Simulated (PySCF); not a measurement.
A calculated (LDA, PySCF 2.14, aug-cc-pVDZ-DK, scalar relativity by spin-free X2C-1e) atom or ion has these occupied shells.

```
shell  electrons  orbital energy (eV)  rms radius, mean of both spins (bohr)
 1s α          1             -12491.4                                 0.0508
 1s β          1             -12491.3                                 0.0508
 2s α          1              -1627.1                                  0.212
 2s β          1              -1627.1                                  0.212
 2p α          3              -1436.1                                  0.189
 2p β          3              -1435.9                                  0.189
 3s α          1              -235.49                                  0.616
 3s β          1              -235.30                                  0.616
 3p α          3              -175.65                                  0.639
 3p β          3              -175.43                                  0.639
 3d α          5              -76.327                                  0.702
 3d β          5              -76.022                                  0.702
 4s α          1              -38.654                                   1.80
 4s β          1              -36.834                                   1.80
 4p α          2              -26.307                                   2.12
```

(1) Name the element and its charge.

Answers

(1) Se²⁺ (selenium, charge +2), in [Ar] 3d10 4s2 4p2, high-spin 3P determinant.
